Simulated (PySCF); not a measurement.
## Checking a proposed structure

A compound C$_{9}$H$_{9}$FN$_{2}$ gives the data below (simulated from a calculation) and was assigned the structure `Fc1cccc(N2CCC=N2)c1`.

13C{1H} NMR (computed): δ 167.2 (C), 139.7 (C), 135.6 (CH), 131.7 (C), 119.7 (CH), 113.0 (CH), 111.3 (CH), 47.2 (CH2), 17.7 (CH3).

1H NMR (400 MHz, computed): δ 8.01 (m, 1H), 7.70 (m, 1H), 7.54 (m, 1H), 7.45 (m, 1H), 4.59 (q, 2H), 1.42 (t, 3H).

Gas phase, non-relativistic, averaged over atoms made equivalent by symmetry, fast rotation or ring inversion, single conformer. PBE0/pcSseg-1 with gauge-including orbitals; coordinates at the GFN2-xTB level; PySCF.

References, each an isolated molecule treated in the same way: 1H (σ = 31.72 ppm) and 13C (σ = 186.93 ppm) vs TMS.

(1) Compare with the shifts computed for the proposed structure, pairing carbons in order of shift.

(2) Which isomer fits?

Answers

(1) Atom-mapped SMILES (the numbers label the heavy atoms): `[F:1][c:2]1[cH:3][cH:4][cH:5][c:6]([N:7]2[CH2:8][CH2:9][CH:10]=[N:11]2)[cH:12]1`. Hydrogens are named by the atom that carries them.

```
atom  computed for proposal  given list  difference
  C2                  173.9       167.2        +6.7
  C6                  148.1       139.7        +8.4
 C10                  138.9       135.6        +3.3
  C4                  136.2       131.7        +4.5
  C5                  114.1       119.7        -5.6
  C3                  109.7       113.0        -3.3
 C12                   99.8       111.3       -11.5
  C8                   45.9        47.2        -1.3
  C9                   36.3        17.7       +18.6
```

The rms difference is 8.6 ppm and the largest +18.6 ppm at C9 (sp3 CH2 in a ring). The carbon types in order of shift don't match either: C, C, CH, CH, CH, CH, CH, CH2, CH2 for the proposal against C, C, CH, C, CH, CH, CH, CH2, CH3 in the data. The proposal doesn't fit.

(2) SMILES CCn1ncc2cc(F)ccc21.

- Carbon types of the structure: 3 × C, 4 × CH, 1 × CH2, 1 × CH3, which accounts for all hydrogens.
- δC 167.2: aromatic carbon bearing fluorine; σ withdrawal by the attached heteroatom moves it downfield of the ring CH carbons.
- δC 139.7, 131.7: ring-fusion aromatic carbon.
- δC 135.6: aromatic CH next to a ring nitrogen.
- δC 119.7, 113.0, 111.3: aromatic CH.

The data come from this structure; uniqueness wasn't tested.

Splittings by 19F in the carbon and heteronuclear signals aren't shown, as no couplings were computed. Shifts are as computed. Against solution values, carbons near 30 ppm lie about +3 ppm off and those near 130 ppm about +5 ppm. Of 1211 compounds with measured shifts, 218 miss one by over three times the rms of a fit or turn the order of signals round; such compounds aren't used in these exercises. Multiplicities follow the n + 1 count of equivalent neighbours, as no J values were calculated; m marks all less simple cases, F and P coupling included.
